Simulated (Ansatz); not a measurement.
Relaxation of ClF4H2OW (9 atoms, charge 0, multiplicity 2), to a largest force component of 0.03 eV/Å in at most 50 steps.

All numbers below come from UKS PBE/def2-SVP (Ansatz 0.2.0).

```xyz
9
Properties=species:S:1:pos:R:3
W 0.045 0.083 0.825
F 1.452 -0.482 1.871
Cl 1.719 0.293 -1.011
F 0.135 1.934 0.969
F -1.633 0.368 -0.035
F -0.371 -1.784 0.703
H 0.293 -0.447 -1.005
O -0.806 0.043 2.604
H -0.809 -0.810 3.055
```

Where does it end, and by what steps?

The forces met the threshold. The force dipped under the threshold on the way, but the program's further checks kept it going. After 22 steps the energy has fallen by 1.534 eV; H7 moved furthest, 1.07 Å. Parted: W1–H7 (1.92 → 3.19 Å).

```json
{"step": "0", "energy less start (eV)": "0.0000", "largest force component (eV/Å)": "2.735", "accepted": "yes"}
{"step": "1", "energy less start (eV)": "-0.3160", "largest force component (eV/Å)": "0.780", "accepted": "yes"}
{"step": "2", "energy less start (eV)": "-0.5843", "largest force component (eV/Å)": "1.156", "accepted": "yes"}
{"step": "3", "energy less start (eV)": "-0.8499", "largest force component (eV/Å)": "1.966", "accepted": "yes"}
{"step": "4", "energy less start (eV)": "-1.1083", "largest force component (eV/Å)": "1.645", "accepted": "yes"}
{"step": "5", "energy less start (eV)": "-1.3023", "largest force component (eV/Å)": "1.032", "accepted": "yes"}
{"step": "6", "energy less start (eV)": "-1.4372", "largest force component (eV/Å)": "0.643", "accepted": "yes"}
{"step": "7", "energy less start (eV)": "-1.4989", "largest force component (eV/Å)": "0.368", "accepted": "yes"}
{"step": "8", "energy less start (eV)": "-1.5083", "largest force component (eV/Å)": "0.637", "accepted": "yes"}
{"step": "9", "energy less start (eV)": "-1.5245", "largest force component (eV/Å)": "0.296", "accepted": "yes"}
{"step": "10", "energy less start (eV)": "-1.5276", "largest force component (eV/Å)": "0.093", "accepted": "yes"}
{"step": "11", "energy less start (eV)": "-1.5297", "largest force component (eV/Å)": "0.062", "accepted": "yes"}
{"step": "12", "energy less start (eV)": "-1.5303", "largest force component (eV/Å)": "0.064", "accepted": "yes"}
{"step": "13", "energy less start (eV)": "-1.5308", "largest force component (eV/Å)": "0.020", "accepted": "yes"}
{"step": "14", "energy less start (eV)": "-1.5313", "largest force component (eV/Å)": "0.073", "accepted": "yes"}
{"step": "15", "energy less start (eV)": "-1.5315", "largest force component (eV/Å)": "0.037", "accepted": "yes"}
{"step": "16", "energy less start (eV)": "-1.5317", "largest force component (eV/Å)": "0.037", "accepted": "yes"}
{"step": "17", "energy less start (eV)": "-1.5324", "largest force component (eV/Å)": "0.043", "accepted": "yes"}
{"step": "18", "energy less start (eV)": "-1.5279", "largest force component (eV/Å)": "0.434", "accepted": "no"}
{"step": "19", "energy less start (eV)": "-1.5329", "largest force component (eV/Å)": "0.023", "accepted": "yes"}
{"step": "20", "energy less start (eV)": "-1.5333", "largest force component (eV/Å)": "0.038", "accepted": "yes"}
{"step": "21", "energy less start (eV)": "-1.5335", "largest force component (eV/Å)": "0.031", "accepted": "yes"}
{"step": "22", "energy less start (eV)": "-1.5335", "largest force component (eV/Å)": "0.026", "accepted": "yes"}
```

```xyz
9
Properties=species:S:1:pos:R:3
W -0.076 0.206 1.189
F 1.697 -0.193 1.612
Cl 1.237 0.202 -1.383
F 0.293 2.069 1.376
F -1.462 0.597 0.001
F -0.409 -1.678 0.916
H 0.985 -1.070 -1.530
O -0.966 -0.003 2.827
H -1.272 -0.932 2.969
```

Whether the end is a true minimum wasn't checked by a vibrational analysis.

Run time: 85 s on 4 threads of Arm Neoverse V1, on a shared host, peak memory 0.25 GiB.
